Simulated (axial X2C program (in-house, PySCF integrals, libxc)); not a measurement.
# Nuclear properties of TiCO⁺

Calculated with an axial X2C code built on PySCF integrals: two-component X2C with atomic mean-field Coulomb and Gaunt terms, Gaussian nuclei, basis Ti dyall-v3z, C dyall-v3z, O dyall-av3z with contracted cores.

Ti–C–O held linear, with bonds 2.088 and 1.129 Å (near the PBE0 minimum at charge 1 of the determinant lowest at the starting distance; the state shown can have its own minimum elsewhere, held linear; other orders of the atoms were not compared).

Input and command:
```json
{"zs": [22, 6, 8], "q": 1, "bas": ["dyall-v3z", "dyall-v3z", "dyall-av3z"], "r0": [2.06, 1.13], "symm": 0, "scan": ["PBE0", "HF", "PBE"], "levels": ["PBE0", "HF", "LDA"], "nst": 2}
```
```bash
python solin.py task.json out
```

Keys: zs atomic numbers; q charge; bas basis sets; r0 starting distance in Å; symm equal bonds; scan levels of the two-bond scan; levels methods; nst determinants followed.

Determinant lowest in the PBE0 search, Ω = 1/2 (⟨Sz⟩ = -1.50, ⟨Lz⟩ = 2.00 at PBE0), spin on the atoms Ti -1.38, C -0.05, O -0.07:

```csv
level,Eeff magnitude (GV/cm),Ws magnitude Ti (kHz),A∥/gI Ti (MHz),qzz Ti (a.u.),A∥/gI C (MHz),qzz C (a.u.),A∥/gI O (MHz),qzz O (a.u.)
PBE0,0.00532,0.0114,1080,-0.67,70.5,-0.80,24.1,-0.60
HF,0.00262,0.00663,1240,-0.76,93.9,-1.04,-10.5,-0.72
LDA,0.00378,0.00953,1030,-0.67,68.4,-0.69,47.2,-0.57
```

Determinant 0.03 eV from it at PBE0 and this distance, Ω = 7/2 (⟨Sz⟩ = 1.50, ⟨Lz⟩ = 2.00 at PBE0), spin on the atoms Ti 1.38, C 0.05, O 0.07:

```
level  Eeff magnitude (GV/cm)  Ws magnitude Ti (kHz)  A∥/gI Ti (MHz)  qzz Ti (a.u.)  A∥/gI C (MHz)  qzz C (a.u.)  A∥/gI O (MHz)  qzz O (a.u.)
 PBE0                 0.00546                0.00165            37.9          -0.68          -9.08         -0.80          -4.59         -0.60
   HF                 0.00126                 0.0011           -1.58          -0.76          -12.7         -1.04          -2.53         -0.72
  LDA                 0.00359                0.00136            52.1          -0.67          -8.16         -0.69          -6.26         -0.57
```

Eeff is the effective electric field on the electron electric dipole moment in this Ω state and Ws the scalar–pseudoscalar constant of the nucleus named (defined with the proton number Z and per Ω); A∥ (defined per Ω) follows by multiplying with gI = μI/(I μN); qzz is the electric field gradient, eQq0 = 234.96 MHz × Q/barn × qzz. The operators were transformed with the bare-nucleus X2C matrices; with these basis sets, hyperfine constants and field gradients can be off by tens of per cent, and where levels differ in sign neither size nor sign is settled.

With gI(47Ti) = -0.3154, Q(47Ti) = 0.302 barn, gI(13C) = 1.4048, Q(17O) = -0.02558 barn (g factors from the IAEA table of nuclear moments by Stone; Q from Pyykkö, Mol. Phys. 2018), turn the PBE0 values of the first state into constants in MHz.

A∥(47Ti) = 1080 × -0.3154 = -341 MHz; eQq0(47Ti) = 234.96 × (0.302) × (-0.67) = -47.5 MHz; A∥(13C) = 70.5 × 1.4048 = 99 MHz; eQq0(17O) = 234.96 × (-0.02558) × (-0.60) = 3.61 MHz.

The molecule was held linear; bending was not examined, so a bent shape may lie lower.

Each state is one determinant with collinear spin, which with several unpaired electrons need not be a pure state. Unrestricted Hartree–Fock can overshoot spin polarisation at the nuclei. In the state Ω = 1/2 the sign of Eeff differs between levels (HF against PBE0). In the state Ω = 7/2 the sign of Eeff differs between levels (HF against PBE0). With several open shells hyperfine constants can be off by a factor of several. Where Eeff spreads by more than a factor of two the levels disagree and none is to be relied on. The search compared states at one distance, so a state with another bond length can lie lower. PBE0 term energies can be off by some tenths of an eV.
